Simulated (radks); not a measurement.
The numbers below are computed, except where a source is named.
Ionisation of the carbon ion C3+, [He] 2s1, to C4+, [He], under several functionals. Scalar-relativistic Kohn-Sham, spin-unpolarised, spherical densities, point nucleus; a radial shooting solver on a logarithmic mesh with Libxc functionals.

[
 {"functional": "exchange-only B88", "E(C3+) (hartree)": "-34.67631", "Exc (hartree)": "-3.87752", "IE (eV)": "63.183", "-e(HOMO) (eV)": "55.349", "<r> HOMO (bohr)": "1.285", "IE error (eV)": "-1.310"},
 {"functional": "B86b exchange with PBE correlation", "E(C3+) (hartree)": "-34.74152", "Exc (hartree)": "-3.94372", "IE (eV)": "63.913", "-e(HOMO) (eV)": "56.181", "<r> HOMO (bohr)": "1.281", "IE error (eV)": "-0.581"},
 {"functional": "BP86", "E(C3+) (hartree)": "-34.75024", "Exc (hartree)": "-3.95420", "IE (eV)": "63.611", "-e(HOMO) (eV)": "56.170", "<r> HOMO (bohr)": "1.282", "IE error (eV)": "-0.883"},
 {"functional": "Wu-Cohen GGA", "E(C3+) (hartree)": "-34.62341", "Exc (hartree)": "-3.81949", "IE (eV)": "63.521", "-e(HOMO) (eV)": "55.917", "<r> HOMO (bohr)": "1.285", "IE error (eV)": "-0.972"},
 {"functional": "PW91", "E(C3+) (hartree)": "-34.73159", "Exc (hartree)": "-3.93304", "IE (eV)": "63.994", "-e(HOMO) (eV)": "56.164", "<r> HOMO (bohr)": "1.283", "IE error (eV)": "-0.500"},
 {"functional": "LDA (Slater exchange, VWN5 correlation)", "E(C3+) (hartree)": "-34.38371", "Exc (hartree)": "-3.56290", "IE (eV)": "63.393", "-e(HOMO) (eV)": "55.869", "<r> HOMO (bohr)": "1.286", "IE error (eV)": "-1.100"},
 {"functional": "OLYP", "E(C3+) (hartree)": "-34.76972", "Exc (hartree)": "-3.97510", "IE (eV)": "64.166", "-e(HOMO) (eV)": "55.958", "<r> HOMO (bohr)": "1.289", "IE error (eV)": "-0.328"},
 {"functional": "revPBE", "E(C3+) (hartree)": "-34.75904", "Exc (hartree)": "-3.96257", "IE (eV)": "63.901", "-e(HOMO) (eV)": "56.101", "<r> HOMO (bohr)": "1.284", "IE error (eV)": "-0.593"}
]

NIST Atomic Spectra Database: 64.494 eV (measured). Closest: OLYP. The Delta-SCF values span 0.98 eV, the total energies 0.39 hartree. The highest occupied level is 2s. Spin polarisation and multiplet splitting are left out, so open shells lie too high by an amount that depends on their filling.

Beside tabulated values, note that spin-unpolarised runs miss the spin-polarisation part of the exchange energy of open shells.
